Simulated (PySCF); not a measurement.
Molecule: C5H9O, net charge -1, singlet state. It need not be the lowest isomer of its formula. Whether it binds its extra electron was not tested at this geometry. 
Coordinates optimised at B3LYP-D3(BJ)/def2-TZVP (Ansatz):
```
C
C 1 1.3818
O 2 1.2717 1 127.01
H 1 1.0858 2 119.76 3 178.84
C 1 1.4968 4 118.70 2 177.66
H 5 1.0953 1 107.74 4 157.94
H 5 1.1015 6 107.01 1 119.88
C 2 1.5366 3 115.73 1 -179.59
H 8 1.0945 2 113.26 3 179.53
H 8 1.0955 9 108.93 2 -121.90
H 8 1.0955 9 108.98 10 -116.21
C 5 1.5403 6 107.93 7 116.03
H 12 1.0920 5 109.55 6 61.04
H 12 1.0950 13 107.58 5 -120.53
H 12 1.1001 13 108.43 14 -116.52
```
Charge -1, spin multiplicity 1.

Dispersion corrections to the total energy (kcal/mol) from the dftd3 and dftd4 libraries through PySCF: D3(BJ) without and D4 with the three-body term, each with the damping fitted for the functional named.

```json
[
 {"functional": "TPSSh", "D3(BJ)": "-7.84", "D4": "-9.14"},
 {"functional": "CAM-B3LYP", "D3(BJ)": "…", "D4": "-6.21"},
 {"functional": "BLYP", "D3(BJ)": "-14.22", "D4": "-16.47"},
 {"functional": "PW6B95", "D3(BJ)": "-3.19", "D4": "-6.30"},
 {"functional": "r2SCAN", "D3(BJ)": "-2.00", "D4": "…"},
 {"functional": "B2GP-PLYP", "D3(BJ)": "-3.66", "D4": "…"},
 {"functional": "B3LYP", "D3(BJ)": "-11.55", "D4": "-11.71"}
]
```

Problem. Complete the blanks.

Solution. 
- CAM-B3LYP, D3(BJ): -5.11
- r2SCAN, D4: -1.99
- B2GP-PLYP, D4: -3.12
